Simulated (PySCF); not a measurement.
SiHBr, SMILES [SiH]Br (connectivity only; charge and spin as stated), neutral, multiplicity 1. Geometry optimised at B3LYP-D3(BJ)/def2-TZVP.

TDDFT-ωB97X/def2-TZVPD in PySCF puts the lowest singlet excitations at 2.60, 4.83, 5.29, 5.62, 5.78, 6.54 eV.

Task: What are the lowest excitation roots from ADC(2)/aug-cc-pVDZ (PySCF)? (Estimate from the structure and the level; the computed values follow.)

Result: 2.69, 4.72, 5.04, 5.53, 5.94, 6.23 eV. S1 differs by 0.09 eV (second minus first; roots are paired by order, and the bases may differ).
